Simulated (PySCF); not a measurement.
# TDDFT excited states: C7H6F2

Compound: C₇H₆F₂.
SMILES: `C=C(C)C#C/C(F)=C\F`

Method: TDDFT wB97X-D/def2-SVPD, vertical, gas phase, core orbitals frozen in the response in PySCF. Geometry: GFN2-xTB; no solvent, vibrations or thermal averaging.

| state | λ (nm) | E (eV) | f | symmetry | main configurations (H = HOMO, L = LUMO) |
| --- | --- | --- | --- | --- | --- |
| S1 | 256.4 | 4.84 | 0.603 | A′ | H→L (90%) |
| S2 | 238.4 | 5.20 | 0.0000 | – | H→L+1 (68%), H-2→L (25%) |
| S3 | 232.9 | 5.32 | 0.0001 | – | H-2→L (72%), H→L+1 (24%) |
| S4 | 187.1 | 6.63 | 0.0059 | A′ | H-1→L (93%) |
| S5 | 185.1 | 6.70 | 0.0006 | – | H→L+2 (84%) |
| S6 | 174.8 | 7.09 | 0.0000 | – | H-1→L+1 (62%), H→L+4 (11%) |
| S7 | 174.2 | 7.12 | 0.037 | A′ | H→L+3 (86%) |
| S8 | 171.4 | 7.24 | 0.432 | A′ | H-3→L (47%), H-2→L+1 (30%), H→L+3 (8%) |

Triplets, Tamm–Dancoff:

```tsv
state	E (eV)	λ (nm)	main configurations (H = HOMO, L = LUMO)
T1	2.91	426.8	H→L (91%)
T2	4.15	298.8	H-1→L (59%), H→L+3 (35%)
T3	4.89	253.6	H→L+1 (54%), H-2→L (36%)
```

The lowest singlet lies at 4.84 eV (256 nm, ultraviolet) and is strong; its leading configuration is HOMO→LUMO (90%). The lowest level is also the most intense of those listed (f = 0.603). Löwdin shares by element: HOMO carbon 63% or more (atoms not listed hold the other 37%); LUMO carbon 61% or more (atoms not listed hold the other 39%). Of the 8 states listed, 3 reach f = 0.01 and 3 stay under 0.0005. Weighted by f, the mean energy of these states is 5.88 eV. The oscillator strengths of these states sum to 1.079; summed over the whole spectrum of an exact calculation they would give the number of electrons, 66 (Thomas–Reiche–Kuhn). Symmetry labels in Cs follow from the direction of the transition dipole and are given only for states with f of 0.002 or more. Only the lowest 8 singlets were computed, as vertical energies without vibronic structure.

On an Arm Neoverse N1 with one thread (shared host), this took 97 s and 1.0 GiB of memory at its peak.
